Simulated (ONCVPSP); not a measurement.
**Mg, ONCV: configuration errors across variants**

ONCVPSP 4.0.1 input, shortened (lines: element, Z, core and valence counts, functional; n l f; lmax; l rc ep ncon nbas qcut; lloc lpopt rc5 dvloc0; l nproj debl; icmod fcfact rcfact), LDA (Perdew-Zunger), scalar-relativistic:

```
  Mg 12.00    3    1        3      upf
    1    0    2.00
    2    0    2.00
    2    1    6.00
    3    0    0.50
    2
    0    2.20    0.00    4    7    2.40
    1    2.05    0.23    4    9    4.00
    2    1.80    0.25    3    7    6.30
    4    5    1.25    0.00
    0    2    2.10
    1    3    3.60
    2    1    1.10
    3    3.50    1.55
```

In the p channel the program set the typed energies aside and used 0.050, 3.650, 7.250 Ha.

All-electron excitation energies from the reference (eV): (1) 3s2 -14.737; (2) 3s1 -6.664; (3) 3s1.5 -11.545; (4) 3s0 3p2 -7.468.

1 further variants failed, have other tests or another functional or relativity, and are left out.

Errors AE − PS in meV (a dash: test not solved or not reliable):

```tsv
change	(1)	(2)	(3)	(4)	bound ghosts	GHOST(+) flags above zero
base	-47	-9.0	-27	-2.4	none	s
d: qcut 4.8	-47	-9.0	-27	-2.4	none	s
core correction Teter function, fcfact 3.5, rcfact 0.94	+129	+31	+83	+48	none	s
s: qcut 1.6; p: qcut 2.7; d: qcut 4.3	-51	-9.8	-29	-1.8	none	s
local potential polynomial inside 1.20 bohr (lpopt 5, dvloc0 6 Ha)	-48	-9.1	-27	-3.4	none	none
p: nbas 8	-47	-9.0	-27	-2.1	none	s
s: ncon 5, nbas 8	-48	-9.2	-27	-2.9	none	s
```

Give the same row for: core correction Teter function, fcfact 5, rcfact 1.55.

-101, -21, -60, -19; bound ghosts: none; GHOST(+) flags above zero: s.
